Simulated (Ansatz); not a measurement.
This geometry of ClH + H6O2Si2 (12 atoms, charge 0, multiplicity 1) is a first-order saddle point.

The calculation used Ansatz 0.2.0, RKS revPBE-D4/def2-SVP.

```xyz
12
Properties=species:S:1:pos:R:3
Si -0.214 -0.569 0.981
O 1.168 -1.171 -0.179
O -0.961 0.262 -0.310
Si -0.716 1.688 -1.160
H 0.254 0.523 1.878
H -1.287 -1.550 1.288
H 1.562 -1.867 0.523
Cl 1.270 -2.105 2.285
H 0.851 -1.565 -1.019
H -0.090 2.740 -0.280
H 0.201 1.437 -2.331
H -2.038 2.178 -1.675
```

(1) Which two structures does it join? (They come from a converged band through this point; their orientation in space is the band's.)

(2) How far does it lie above each of them?

Answers

(1) Bonds broken: Si1–O2, H7–Cl8. Bonds formed: Si1–Cl8, O2–H7. ClH + H6O2Si2 becomes ClH5OSi2 + H2O.

Image 0:

```xyz
12
Properties=species:S:1:pos:R:3
Si -0.410 -0.506 0.636
O 0.975 -1.240 -0.030
O -1.116 0.518 -0.475
Si -0.820 1.956 -1.306
H 0.120 0.246 1.815
H -1.439 -1.536 0.981
H 1.889 -2.048 1.329
Cl 2.223 -2.641 2.458
H 0.804 -1.885 -0.741
H -0.131 2.947 -0.407
H 0.047 1.684 -2.505
H -2.142 2.505 -1.755
```

Image 6:

```xyz
12
Properties=species:S:1:pos:R:3
Si -0.837 -0.871 1.170
O 1.833 -0.119 -0.235
O -1.198 0.245 0.011
Si -0.528 1.295 -1.142
H 0.159 -0.386 2.180
H -2.115 -1.282 1.829
H 2.239 -0.036 0.648
Cl -0.048 -2.638 0.327
H 1.696 -1.084 -0.322
H 0.416 2.278 -0.515
H 0.095 0.541 -2.277
H -1.713 2.056 -1.674
```

(2) 0.66 eV above the first and 0.80 eV above the second. This is the barrier of this one path; another mechanism may lie lower. The orbitals stay closed-shell, which can raise the energy where a bond breaks towards radicals; this wasn't checked here.

Time of the run: 100 s on 2 threads of AMD EPYC 9R45 96-Core Processor (Zen 5), with other jobs on the host, peak memory 0.17 GiB.
